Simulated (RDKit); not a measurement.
RDKit input (UFF):

```python
from rdkit import Chem
from rdkit.Chem import AllChem, rdDetermineBonds

mol = Chem.MolFromXYZFile('mol.xyz')
rdDetermineBonds.DetermineBonds(mol, charge=1)
print('SMILES', Chem.MolToSmiles(Chem.RemoveHs(mol)))
ff = AllChem.UFFGetMoleculeForceField(mol)
e0 = ff.CalcEnergy()
flag = ff.Minimize(maxIts=5000, forceTol=1e-5)
print(f'energy {e0:.4f} -> {ff.CalcEnergy():.4f} kcal/mol, converged: {flag == 0}')
print(Chem.MolToXYZBlock(mol))
```
mol.xyz:
```
9

O     -0.04596900     1.49346800     0.38279700
Si    -0.15841900    -0.10114400     0.41353900
O     -1.14874800    -0.83050400    -0.60805800
O      1.34962000    -0.40909800    -0.54256200
H     -0.35954400     2.11110600     1.05087800
H      0.03402100    -0.74419200     1.70758100
H     -1.97071200    -1.28423400    -0.39676700
H      1.31532600    -1.02760600    -1.29374600
H      1.95954900     0.33001600    -0.71490700
```

Output:

```
SMILES O[SiH](O)[OH2+]
energy 57.7132 -> -0.4628 kcal/mol, converged: True
9

O     -0.481182    1.400492   -0.085002
Si     0.115742   -0.174938    0.246749
O     -1.052356   -1.342533   -0.221067
O      1.567830   -0.437067   -0.630713
H     -1.250167    1.511079    0.529050
H      0.387749   -0.303553    1.686671
H     -1.816264   -1.191210    0.390653
H      1.336302   -0.223076   -1.569526
H      2.167469    0.298616   -0.348058
```

The dipole moment of an ion depends on the origin.

The geometry given is a B3LYP-D3(BJ)/def2-TZVP minimum.
